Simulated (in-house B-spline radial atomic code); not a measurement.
Radial electron density of the nitrogen ion N⁵⁺, 1s2. Level of theory: Dirac-Kohn-Sham LDA VWN5, spherical fractional occupations, Fermi nucleus of rms radius 2.5582 fm; calculated with a radial B-spline atomic code at the basis-set limit.

Columns: r (bohr), 4πr²n(r) (electrons per bohr), bar.

```
  0.0084   0.1561 #
 0.00947   0.1953 #
  0.0107   0.2451 ##
   0.012   0.3026 ##
  0.0136   0.3799 ##
  0.0153   0.4694 ###
  0.0172   0.5776 ####
  0.0194   0.7123 ####
  0.0219   0.8764 #####
  0.0247    1.072 #######
  0.0279    1.308 ########
  0.0314    1.577 ##########
  0.0354    1.895 ############
  0.0399    2.261 ##############
   0.045    2.679 #################
  0.0507    3.142 ####################
  0.0572    3.654 #######################
  0.0645      4.2 ##########################
  0.0727    4.765 ##############################
  0.0819    5.328 #################################
  0.0924    5.873 ####################################
   0.104    6.349 #######################################
   0.117    6.732 ##########################################
   0.132    6.992 ###########################################
   0.149    7.082 ############################################
   0.168    6.975 ###########################################
    0.19    6.649 #########################################
   0.214     6.13 ######################################
   0.241     5.44 ##################################
   0.272    4.608 #############################
   0.306    3.737 #######################
   0.345    2.858 ##################
   0.389    2.054 #############
   0.439    1.372 #########
   0.495   0.8497 #####
   0.558   0.4821 ###
   0.629   0.2477 ##
   0.709   0.1139 #
   0.799  0.04627
```

On this grid the curve has 1 maximum, near 0.149 bohr.

The 1s1/2 radial function P(r) = rR(r), positive near the nucleus, with its small component Q(r) (sign convention: Q ≈ (P' + κP/r)/2c):

```json
{"r (bohr)": "0.00286", "P": "0.09897", "Q": "-0.002528"}
{"r (bohr)": "0.00363", "P": "0.1249", "Q": "-0.00319"}
{"r (bohr)": "0.00461", "P": "0.1575", "Q": "-0.004022"}
{"r (bohr)": "0.00587", "P": "0.1987", "Q": "-0.005074"}
{"r (bohr)": "0.00745", "P": "0.2494", "Q": "-0.006365"}
{"r (bohr)": "0.00947", "P": "0.3124", "Q": "-0.007972"}
{"r (bohr)": "0.012", "P": "0.3888", "Q": "-0.009916"}
{"r (bohr)": "0.0153", "P": "0.4843", "Q": "-0.01234"}
{"r (bohr)": "0.0194", "P": "0.5966", "Q": "-0.01519"}
{"r (bohr)": "0.0247", "P": "0.7318", "Q": "-0.01861"}
{"r (bohr)": "0.0314", "P": "0.8877", "Q": "-0.02254"}
{"r (bohr)": "0.0399", "P": "1.063", "Q": "-0.02693"}
{"r (bohr)": "0.0507", "P": "1.253", "Q": "-0.03164"}
{"r (bohr)": "0.0645", "P": "1.449", "Q": "-0.03644"}
{"r (bohr)": "0.0819", "P": "1.632", "Q": "-0.04083"}
{"r (bohr)": "0.104", "P": "1.781", "Q": "-0.04428"}
{"r (bohr)": "0.132", "P": "1.869", "Q": "-0.0461"}
{"r (bohr)": "0.168", "P": "1.867", "Q": "-0.04562"}
{"r (bohr)": "0.214", "P": "1.75", "Q": "-0.04234"}
{"r (bohr)": "0.272", "P": "1.518", "Q": "-0.03633"}
{"r (bohr)": "0.345", "P": "1.195", "Q": "-0.02833"}
{"r (bohr)": "0.439", "P": "0.8282", "Q": "-0.01946"}
{"r (bohr)": "0.558", "P": "0.4908", "Q": "-0.01144"}
{"r (bohr)": "0.709", "P": "0.2386", "Q": "-0.005523"}
```
